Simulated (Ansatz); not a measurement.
Cost and result for the atomization energy of CH$_{3}$BF$_{2}$Si (`F[Si]1(F)BC1`) (8 atoms, 8 bonds).

The species carries charge 0 and has multiplicity 1. The geometry is a stationary point of PBE0-D4/def2-TZVP. Program: Ansatz. All runs use 2 threads of an Intel Xeon 6975P-C on a shared host. Times are those of one run each, without the atoms' runs, and a repeat can differ threefold. Electronic energies, without spin–orbit coupling; frozen cores. CCSD(T)/CBS adds CCSD(T) − MP2 in def2-TZVPP to the MP2 limit, and its time is that of the two runs behind it. T1 = 0.014. B3LYP takes the VWN-RPA correlation (the form of Gaussian; ORCA's B3LYP/G). HSE06 is the plane-wave form, built on full-range PBE exchange.

CCSD(T)/CBS is a level of theory with its own doubt, some kJ/mol a heavy atom from the limit and from the frozen cores, so smaller differences don't rank the functionals.

| level | functions | wall time | atomization (kcal/mol) | difference from CCSD(T)/CBS | per bond |
| --- | --- | --- | --- | --- | --- |
| revPBE-D4/def2-TZVPP | 208 | 1.4 s | 749.8 | -4.1 | -0.5 |
| PBE-D4/def2-TZVPP (with forces) | 208 | 1.6 s | 772.4 | 18.5 | 2.3 |
| HSE06-D4/def2-TZVPP | 208 | 1.9 s | 755.7 | 1.8 | 0.2 |
| PBE0-D4/def2-TZVPP | 208 | 1.9 s | 755.2 | 1.3 | 0.2 |
| CCSD(T)/def2-SVP | 89 | 2.5 s | 701.0 | -52.9 | -6.6 |
| r2SCANh-D4/def2-TZVPP | 208 | 2.6 s | 755.2 | 1.3 | 0.2 |
| r2SCAN-D4/def2-TZVPP (with forces) | 208 | 2.6 s | 761.7 | 7.8 | 1.0 |
| B3LYP-D4/def2-TZVPP (with forces) | 208 | 2.9 s | 751.0 | -2.9 | -0.4 |
| B2PLYP/def2-TZVPP | 208 | 3.4 s | 747.0 | -6.9 | -0.9 |
| ωB97M-V/def2-TZVPP (with forces) | 208 | 6.5 s | 757.7 | 3.8 | 0.5 |
| MP2/def2-QZVPP | 388 | 12 s | 770.6 | 16.7 | 2.1 |
| CCSD(T)/def2-TZVPP | 208 | 36 s | 732.9 | -21.0 | -2.6 |
| CCSD(T)/CBS(def2) | – | 48 s | 753.9 | 0.0 | 0.0 |

At CCSD(T), def2-SVP lies −52.8 kcal/mol from the extrapolated value and def2-TZVPP −20.9 kcal/mol: correlation converges slowly with the basis, and small sets miss more of it in the bonded molecule than in its fragments. From r2SCAN to r2SCAN0 (25 % exact exchange), in def2-TZVPP and without D4, the atomization energy moves by −16.0 kcal/mol: exact exchange takes away binding that semilocal exchange gives to molecules. Leaving LDA and LC-ωPBE aside and taking each functional with its dispersion term where it has one, the values, not all of them listed here, spread over 45.8 kcal/mol, from BHLYP-D4 to PBE-D4. LDA lies +101.7 kcal/mol from PBE without D4, its usual overbinding.
